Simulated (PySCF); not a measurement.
Fe⁺ (iron, charge +1) across methods

[Ar] 3d6 4p1, one real determinant (an excited configuration). Calculation: PySCF 2.14, in ANO-RCC-VTZP (6s5p3d2f1g, 59 functions); the spin-free X2C one-electron Hamiltonian (Gaussian nucleus).

| method | E (hartree) | mean ε 3d α (eV) | mean ε 3d β (eV) | mean ε 4p α (eV) | Σ⟨r²⟩ (bohr²) | ⟨S²⟩ |
| --- | --- | --- | --- | --- | --- | --- |
| LC-wPBE | -1271.967 | -23.755 | -20.303 | -11.463 | 29.61 | 8.751 |
| UHF | -1270.94239 | -28.250 | -22.885 | -10.827 | 30.54 | 8.754 |
| wB97X | -1272.161 | -23.414 | -19.891 | -10.998 | 29.84 | 8.752 |
| B97-3 | -1272.006 | -21.207 | -17.531 | -9.392 | 29.86 | 8.752 |
| PBE0 | -1271.936 | -21.157 | -17.369 | -9.498 | 29.73 | 8.752 |
| PBE | -1271.911 | -18.613 | -15.245 | -8.927 | 29.69 | 8.751 |
| LDA | -1269.583 | -18.846 | -15.203 | -9.001 | 29.53 | 8.751 |
| r2SCAN | -1272.122 | -19.060 | -15.338 | -9.037 | 29.54 | 8.752 |

⟨L²⟩ = 8.02 against 12 for a pure F term, so this real determinant mixes terms.
